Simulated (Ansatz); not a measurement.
`COc1ccc(-c2ccc(-c3ccc(-c4ccc(-c5ccc(-c6ccc(C(F)=C(F)F)cc6)s5)s4)s3)s2)cc1`. Charge 0, multiplicity 3. Geometry PBE-D4/def2-SVP, that of the neutral singlet; atoms count from 1.

```xyz
58

C     9.3013   -4.1340    8.6343
O     9.5107   -2.9087    7.9581
C     8.5636   -2.4838    7.0806
C     8.8247   -1.2580    6.4275
C     7.9162   -0.7381    5.5105
C     6.7042   -1.4120    5.2051
C     5.7546   -0.8502    4.2480
C     5.7605    0.4009    3.6312
C     4.6690    0.6137    2.7562
C     3.7965   -0.4733    2.6799
C     2.5866   -0.6208    1.9133
C     1.6998   -1.6994    1.8579
C     0.6039   -1.4867    0.9919
C     0.6230   -0.2400    0.3612
C    -0.3163    0.3252   -0.5706
C    -0.2716    1.5541   -1.2355
C    -1.3805    1.7797   -2.0810
C    -2.3027    0.7302   -2.0863
C    -3.5393    0.6070   -2.8131
C    -4.4357   -0.4641   -2.8574
C    -5.5580   -0.2247   -3.6829
C    -5.5530    1.0304   -4.2933
C    -6.5323    1.6185   -5.1989
C    -7.7664    0.9696   -5.4609
C    -8.7130    1.5172   -6.3234
C    -8.4737    2.7555   -6.9726
C    -9.4184    3.3915   -7.8856
F    -9.0286    4.5775   -8.4124
C   -10.6429    2.9617   -8.2863
F   -11.4129    3.6331   -9.1241
F   -11.2086    1.8287   -7.8888
C    -7.2448    3.4104   -6.7149
C    -6.3016    2.8535   -5.8526
S    -4.1198    1.9208   -3.8146
S    -1.7705   -0.5504   -1.0120
S     2.0354    0.6718    0.8640
S     4.3627   -1.7716    3.7122
C     6.4621   -2.6361    5.8682
C     7.3688   -3.1738    6.7897
H    10.1810   -4.2863    9.2869
H     8.3841   -4.1091    9.2650
H     9.2236   -4.9905    7.9271
H     9.7630   -0.7339    6.6600
H     8.1547    0.2111    5.0096
H     6.5348    1.1554    3.8223
H     4.5075    1.5428    2.1917
H     1.8528   -2.6185    2.4403
H    -0.1936   -2.2230    0.8196
H     0.5562    2.2651   -1.1061
H    -1.5157    2.6866   -2.6868
H    -4.2683   -1.3990   -2.3044
H    -6.3558   -0.9616   -3.8432
H    -7.9959    0.0148   -4.9668
H    -9.6536    0.9777   -6.4905
H    -7.0347    4.3692   -7.2072
H    -5.3535    3.3883   -5.6862
H     5.5295   -3.1866    5.6675
H     7.1313   -4.1278    7.2787
```

Single mean-field runs in def2-SVP are fitted with def2-universal-jkfit. At PBE0-D4/def2-SVP a singlet of charge 0 lies 1.69 eV below the triplet at the same geometry.

**Question.** Estimate the Mulliken populations of the heavy atoms from the PBE0/def2-SVP orbitals of Ansatz.

**Answer.** 
```
atom  charge (e)  spin (α − β)
  C1        0.09          0.00
  O2       -0.34          0.01
  C3        0.21          0.06
  C4       -0.04         -0.04
  C5       -0.04          0.06
  C6        0.07         -0.06
  C7       -0.09          0.21
  C8       -0.02         -0.10
  C9       -0.02          0.21
 C10       -0.07         -0.09
 C11       -0.07          0.31
 C12       -0.02         -0.06
 C13       -0.02          0.21
 C14       -0.07          0.12
 C15       -0.07          0.17
 C16       -0.02          0.17
 C17       -0.02         -0.02
 C18       -0.07          0.31
 C19       -0.07         -0.07
 C20       -0.02          0.22
 C21       -0.01         -0.11
 C22       -0.09          0.23
 C23        0.07         -0.08
 C24       -0.04          0.08
 C25       -0.02         -0.06
 C26       -0.04          0.10
 C27        0.18         -0.04
 F28       -0.21          0.00
 C29        0.34          0.06
 F30       -0.15          0.00
 F31       -0.16          0.00
 C32       -0.02         -0.06
 C33       -0.05          0.09
 S34        0.10          0.04
 S35        0.09          0.05
 S36        0.10          0.04
 S37        0.10          0.02
 C38       -0.05          0.08
 C39       -0.10         -0.04
```
Mulliken values depend strongly on the basis.

**Question.** Where does the spin sit?

**Answer.** Summed by element: C 1.87, O 0.01, F 0.01, S 0.15, H -0.04, of 2 unpaired in all. Largest on single atoms: C18 0.31, C11 0.31, C22 0.23.

**Question.** And the Mayer bond orders between heavy atoms (over 0.3, the first 40 of 44)?

**Answer.** C1–O2 0.95 (1.42 Å); O2–C3 1.12 (1.36 Å); C3–C4 1.33 (1.41 Å); C3–C39 1.30 (1.41 Å); C4–C5 1.45 (1.39 Å); C5–C6 1.31 (1.42 Å); C6–C7 1.12 (1.46 Å); C6–C38 1.34 (1.41 Å); C7–C8 1.45 (1.39 Å); C7–S37 1.11 (1.75 Å); C8–C9 1.34 (1.41 Å); C9–C10 1.37 (1.40 Å); C10–C11 1.29 (1.44 Å); C10–S37 1.09 (1.75 Å); C11–C12 1.30 (1.40 Å); C11–S36 1.07 (1.75 Å); C12–C13 1.46 (1.41 Å); C13–C14 1.25 (1.40 Å); C14–C15 1.40 (1.44 Å); C14–S36 1.06 (1.75 Å); C15–C16 1.23 (1.40 Å); C15–S35 1.05 (1.75 Å); C16–C17 1.49 (1.41 Å); C17–C18 1.27 (1.40 Å); C18–C19 1.31 (1.44 Å); C18–S35 1.07 (1.75 Å); C19–C20 1.35 (1.40 Å); C19–S34 1.08 (1.75 Å); C20–C21 1.36 (1.41 Å); C21–C22 1.42 (1.40 Å); C22–C23 1.14 (1.46 Å); C22–S34 1.11 (1.75 Å); C23–C24 1.31 (1.42 Å); C23–C33 1.31 (1.42 Å); C24–C25 1.46 (1.39 Å); C25–C26 1.31 (1.42 Å); C26–C27 1.05 (1.46 Å); C26–C32 1.33 (1.42 Å); C27–F28 1.04 (1.36 Å); C27–C29 1.61 (1.36 Å).
